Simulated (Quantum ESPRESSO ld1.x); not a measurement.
Task: Pr23+, 36 electrons, occupied as [Ar] 3d10 4s2 4p5 7p1 (not the ground configuration). Calculated with ld1.x of Quantum ESPRESSO 7.5: Dirac Kohn-Sham, revPBE, spin-unpolarised, spherical densities, point nucleus; open shells fill j = l - 1/2 first. Some entries of the table are withheld. Estimate them.

| orbital | occ. | eigenvalue (eV) | r(max) (bohr) | <r> (bohr) |
|---|---|---|---|---|
| 1s1/2 | 2 | (1) | (2) | 0.02409 |
| 2s1/2 | 2 | -7443.50 | 0.08736 | 0.1025 |
| 2p1/2 | 2 | -7075.98 | 0.06649 | (3) |
| 2p3/2 | 4 | -6593.04 | 0.07183 | (4) |
| 3s1/2 | 2 | -2140.81 | 0.2480 | 0.2694 |
| 3p1/2 | 2 | -1985.68 | 0.2347 | 0.2588 |
| 3p3/2 | 4 | -1887.77 | 0.2460 | 0.2707 |
| 3d3/2 | 4 | (5) | 0.1966 | (6) |
| 3d5/2 | 6 | (7) | 0.1998 | (8) |
| 4s1/2 | 2 | -898.892 | 0.5516 | 0.5691 |
| 4p1/2 | 2 | -837.084 | 0.5534 | 0.5733 |
| 4p3/2 | 3 | -809.880 | 0.5727 | 0.5918 |
| 7p1/2 | 1 | (9) | 2.539 | 2.320 |
| 7p3/2 | 0 | (10) | 2.578 | 2.353 |

Result: 
(1) 1s1/2 eigenvalue (eV): -42509.8
(2) 1s1/2 r(max) (bohr): 0.01541
(3) 2p1/2 <r> (bohr): 0.08597
(4) 2p3/2 <r> (bohr): 0.09226
(5) 3d3/2 eigenvalue (eV): -1620.46
(6) 3d3/2 <r> (bohr): 0.2411
(7) 3d5/2 eigenvalue (eV): -1599.10
(8) 3d5/2 <r> (bohr): 0.2448
(9) 7p1/2 eigenvalue (eV): -205.070
(10) 7p3/2 eigenvalue (eV): -201.839
